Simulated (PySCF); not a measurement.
# Bonding in `F[Si@@H]([SiH3])CCl`

Species: CH₆ClFSi₂.
Atom-mapped SMILES: `[F:1][Si@@H:2]([SiH3:3])[CH2:4][Cl:5]` (hydrogens: H6 on Si2; H7, H8, H9 on Si3; H10, H11 on C4)

Geometry (GFN2-xTB, Å), atoms numbered from 1 in this order:
```xyz
11
CH6ClFSi2 angstrom
F      0.4047   -1.8673    1.1284
Si     0.1592   -0.8563   -0.1198
Si    -1.8023    0.3249    0.1741
C      1.7015    0.2772   -0.0453
Cl     1.5463    1.5659   -1.2757
H      0.3327   -1.7543   -1.2586
H     -2.8703   -0.5419    0.6817
H     -2.2598    0.8926   -1.0951
H     -1.6465    1.4291    1.1281
H      2.6313   -0.2461   -0.2589
H      1.8086    0.7789    0.9151
```

Bond orders from the PBE0/pcSseg-1 density (PySCF). The structure is a single GFN2-xTB conformer in the gas phase; no vibrational or solvent corrections.

Task: Where do the orders between heavy atoms depart from those drawn in the SMILES?

Result: The largest departure is 0.157, at Si2–C4 (drawn single, 0.843). Drawn single, order below 0.88: Si2–C4 (0.843).

Task: Set the Mayer orders of the bonds between heavy atoms beside their lengths.

Result: 
| bond | drawn as | length (Å) | Mayer order |
| --- | --- | --- | --- |
| F1–Si2 | single | 1.625 | 0.901 |
| Si2–Si3 | single | 2.309 | 0.899 |
| Si2–C4 | single | 1.915 | 0.843 |
| C4–Cl5 | single | 1.788 | 0.936 |

Task: And the bonds to hydrogen?

Result: H–Si: 0.92 to 0.93 (4 bonds); C–H: 0.93 to 0.94 (2 bonds).

Task: Sum the orders of all bonds at each heavy atom with more than one neighbour and set the sums beside the valence in the SMILES.

Result: Si2 3.561 (drawn 4), Si3 3.692 (drawn 4), C4 3.651 (drawn 4). Orders between atoms that aren't bonded are not in these sums.

The Mayer order sums products of elements of PS (density times overlap matrix) between the two atoms' basis functions, so it depends on the basis set.
